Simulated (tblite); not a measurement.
Input of a run (GFN2-xTB geometry optimisation, gas phase (tblite 0.8.0)), started from a force field or distance geometry:
```
{"job": {"kind": "relax", "xc": "GFN2-xTB", "basis": "xTB"}, "charge": 1, "multiplicity": 2}
O      3.270900     0.267100    -0.232100
C      2.361800    -0.561800    -0.229500
C      0.934500    -0.233400    -0.084200
C      0.543000     1.067400     0.020100
C     -0.866300     1.432700     0.168400
C     -1.847100     0.507100     0.169800
Cl    -3.496800     0.940700     0.323400
C     -1.483500    -0.889000     0.055100
C     -0.089000    -1.271500    -0.079300
H      2.583100    -1.644200    -0.305000
H      1.269700     1.865400     0.026200
H     -1.094500     2.489700     0.251400
H     -2.262700    -1.655900     0.067500
H      0.176300    -2.314900    -0.174100
```

Output (eV, eV/Å):
```
step      E/eV     max force
  0    -696.52706    3.736
  1    -696.84267    4.122
  2    -696.94168    1.866
  3    -696.98875    0.815
  4    -697.01481    0.564
  5    -697.03220    0.513
  6    -697.03934    0.216
  7    -697.04428    0.200
  8    -697.04828    0.233
  9    -697.05110    0.177
 10    -697.05210    0.060
 11    -697.05249    0.060
 12    -697.05290    0.071
 13    -697.05339    0.083
 14    -697.05376    0.055
 15    -697.05395    0.035
 16    -697.05405    0.038
 17    -697.05417    0.040
 18    -697.05434    0.039
 19    -697.05454    0.034
 20    -697.05472    0.031
 21    -697.05486    0.028
 22    -697.05492    0.021
 23    -697.05495    0.011
 24    -697.05497    0.010
```

Problem. Summarise the run.

Solution. The energy falls by 0.528 eV over 24 L-BFGS steps, the largest force on an atom goes from 3.74 to 0.010 eV/Å, and the atoms move by 0.060 Å rms after alignment. The bond that changes most is C4–C5 (both ends carbon bonded to 2 C and H), which shortens by 0.088 Å. Bonds longer at the end by more than 0.005 Å: 3 of 14; shorter: 7. Among the angles that change most is C5–C4–H11, from 117.6° to 121.1°. The energy never rose by more than 1e-5 eV on the way. The first step brought 60 % of the lowering.

Problem. What are the final bond lengths?

Solution. O1=C2 1.189 Å, C2–C3 1.480 Å, C3=C4 1.406 Å, C4–C5 1.375 Å, C5=C6 1.407 Å, C6–Cl7 1.696 Å, C6–C8 1.408 Å, C8–C9 1.378 Å, C3–C9 1.400 Å, C2–H10 1.112 Å, C4–H11 1.081 Å, C5–H12 1.080 Å, C8–H13 1.079 Å, C9–H14 1.080 Å. Numbering counts from 1 in the input's order; the species is `C1C=C([CH][CH+]C=1C=O)Cl` [radical].

Time: 0.18 s of wall time. Hardware: an AMD EPYC 9R45 with one thread, shared host with 96 logical CPUs at a one-minute load of 68.

GFN2-xTB frequencies show an imaginary mode (139i cm⁻¹), so the point is no minimum at that level.

The values belong to the conformer `[O:1]=[CH:2][C:3]1=[CH:4][CH:5]=[C:6]([Cl:7])[CH:8][CH+:9]1`: O1–C2–C3–C4 0°.

These are computed values.
